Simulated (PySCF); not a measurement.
## AsSe⁺: from constants to spectrum

RHF-CCSD(T) constants of AsSe⁺, ¹Σ⁺ (singlet), closed shell (As cc-pVDZ-PP with ECP10, Se cc-pVDZ-PP with ECP10; scalar-relativistic core potentials (PySCF 2.14); masses 74.9216 and 79.9165 u):

| Quantity | Value |
| --- | --- |
| ωe | 435.5 cm⁻¹ |
| ωexe | 1.17 cm⁻¹ |
| Be | 0.098062 cm⁻¹ |
| αe | 0.000317 cm⁻¹ |
| D (centrifugal) | 1.99e-08 cm⁻¹ |
| De to As + Se⁺ | 4.42 eV |

Task: Give the vibrational terms G(v) and spacings up to v = 6.

Result: G(v) = ωe(v+½) − ωexe(v+½)².

| v | G(v) (cm⁻¹) | G(v) − G(v−1) | Bv (cm⁻¹) |
| --- | --- | --- | --- |
| 0 | 217.5 |  | 0.09790 |
| 1 | 650.6 | 433.2 | 0.09759 |
| 2 | 1081.4 | 430.8 | 0.09727 |
| 3 | 1509.9 | 428.5 | 0.09695 |
| 4 | 1936.1 | 426.1 | 0.09664 |
| 5 | 2359.9 | 423.8 | 0.09632 |
| 6 | 2781.3 | 421.5 | 0.09600 |

Task: How well does the Morse estimate ωe²/(4ωexe) reproduce De, and what is D0?

Result: It gives 5.02 eV, 114 % of the computed De. D0 = De − G(0) = 4.42 − 0.03 = 4.39 eV.

Correlated steps freeze 8 core orbitals. Correlated levels converge slowly with the basis: in double zeta they bind strong bonds too weakly, by up to about 1 eV, and carry superposition errors of some tenths. For an ion De counts to the pair picked by the measured ionisation energies or electron affinities, which need not be the lowest pair at this level. Where the molecule has an RHF reference, its open-shell atoms are computed with UHF.
